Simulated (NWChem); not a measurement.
Species: KCl; SMILES [K][Cl]

```xyz
2

K      0.0000     0.0000    -1.2555
Cl     0.0000     0.0000     1.3988
```
Atoms are numbered in this order, from 1.

Geometry: optimised at PBE0/def2-SVP.

Q: List the 6 lowest vertical singlet excitations and the 6 lowest triplet ones from PBE0/def2-SVPD, full TDDFT (NWChem).

A: 
```csv
state,energy (eV),oscillator strength,leading excitation (squared amplitude)
S1,3.89,0.009,HOMO → LUMO (0.81)
S2,3.89,0.009,HOMO−1 → LUMO (0.81)
S3,4.18,0.067,HOMO−2 → LUMO (0.99)
S4,5.34,0.000,HOMO−1 → LUMO+1 (0.36)
S5,5.34,0.000,HOMO−1 → LUMO+2 (0.36)
S6,5.37,0.000,HOMO−1 → LUMO+2 (0.36)
T1,3.84,spin-forbidden,HOMO → LUMO (0.66)
T2,3.84,spin-forbidden,HOMO−1 → LUMO (0.66)
T3,3.98,spin-forbidden,HOMO−2 → LUMO (0.98)
T4,5.26,spin-forbidden,HOMO−1 → LUMO+1 (0.35)
T5,5.31,spin-forbidden,HOMO−1 → LUMO+2 (0.35)
T6,5.31,spin-forbidden,HOMO−1 → LUMO+1 (0.35)
```
